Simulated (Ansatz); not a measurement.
Coupled-cluster diagnostics for TiHCl3, Ansatz.

Geometry of the singlet (PBE0-D4/def2-SVP):

Cartesian coordinates in Å:
```
Ti -0.039 -0.027 0.024
H 1.170 0.811 -0.723
Cl -0.889 -1.156 -1.601
Cl -1.278 1.551 0.807
Cl 1.037 -1.178 1.492
```

Correlated methods freeze 20 core orbitals; core or outer-core shells of Ti are correlated, in sets that lack core-valence functions.

Question: Estimate the CCSD(T) correlation energy, the shares of MP2 and (T), T1 and the reference's ⟨S²⟩ for: charge 0, singlet, own geometry in def2-TZVPP; and the rough time on 4 threads of Arm Neoverse V2 on a shared host.

Answer: 
| state | basis | correlation (eV) | MP2 share (%) | (T) share (%) | T1 | ⟨S²⟩ (pure) | wall time |
| --- | --- | --- | --- | --- | --- | --- | --- |
| charge 0, singlet, own geometry | def2-TZVPP | -30.014 | 91.1 | 5.4 | 0.025 | 0.00 (0.00) | 25 s |
Customary marks for T1 are 0.02 (closed shells), 0.045 (open shells) and about 0.05 (3d metals). T1 exceeds 0.02 in 1 of 1 rows and 0.045 in 0; the higher it lies, the less the single-reference result can be trusted.
